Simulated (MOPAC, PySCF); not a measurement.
C₃H₉Al, SMILES `[CH3][Al]([CH3])[CH3]`, neutral singlet in the gas phase. 

Z-matrix (Å, degrees):
```
Al
C 1 1.9551
H 2 1.0907 1 113.38
H 2 1.0935 3 107.96 1 123.42
H 2 1.0942 3 107.62 4 114.06
C 1 1.9552 2 119.92 3 174.99
H 6 1.0908 1 113.30 2 8.00
H 6 1.0932 7 108.06 1 -123.74
H 6 1.0945 7 107.47 8 -114.09
C 1 1.9552 2 120.06 3 -5.15
H 10 1.0908 1 113.29 2 174.35
H 10 1.0934 11 108.00 1 123.57
H 10 1.0943 11 107.55 12 114.08
```
Charge 0, spin multiplicity 1.

All levels are single points at this geometry (M06-2X/def2-TZVP); Pople sets use spherical d functions. Orbital energies aren't observables, and empty levels follow the basis.

B3LYP/6-31G* in PySCF gives HOMO (eV) = -7.04.

Problem. Estimate the HOMO (eV) from each of these levels: B3LYP-D3(BJ)/def2-TZVP in PySCF; M06-2X/def2-TZVP in PySCF; PBE-D3(BJ)/def2-TZVP in PySCF; M06-2X/6-31G* in PySCF; PBE/6-31G* in PySCF; HF/3-21G in PySCF; HF/6-31G* in PySCF; HF/STO-3G in PySCF; AM1 in MOPAC; PM3 in MOPAC; PM6 in MOPAC; PM7 in MOPAC.

Solution. 
```tsv
level	HOMO (eV)
B3LYP-D3(BJ)/def2-TZVP in PySCF	-7.31
M06-2X/def2-TZVP in PySCF	-8.70
PBE-D3(BJ)/def2-TZVP in PySCF	-6.25
M06-2X/6-31G* in PySCF	-8.50
PBE/6-31G* in PySCF	-5.95
HF/3-21G in PySCF	-10.47
HF/6-31G* in PySCF	-10.50
HF/STO-3G in PySCF	-8.71
AM1 in MOPAC	-10.29
PM3 in MOPAC	-10.15
PM6 in MOPAC	-10.39
PM7 in MOPAC	-10.31
```
